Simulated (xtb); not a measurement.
H4SZr, SMILES [SH][ZrH3], multiplicity 1. All values are semi-empirical tight-binding results from xtb (GFN2-xTB unless named), good for trends rather than for accurate numbers. Geometry: GFN2-xTB. The multiplicity is an assumed one; other spin states were not compared.

For metal compounds this method's bond lengths and energies can be far off.

Computed properties:
- orbital gap = 1.62 eV
- zero-point energy = 13.3 kcal/mol
- G − E(el) at 298.15 K (modified RRHO) = -4.9 kcal/mol
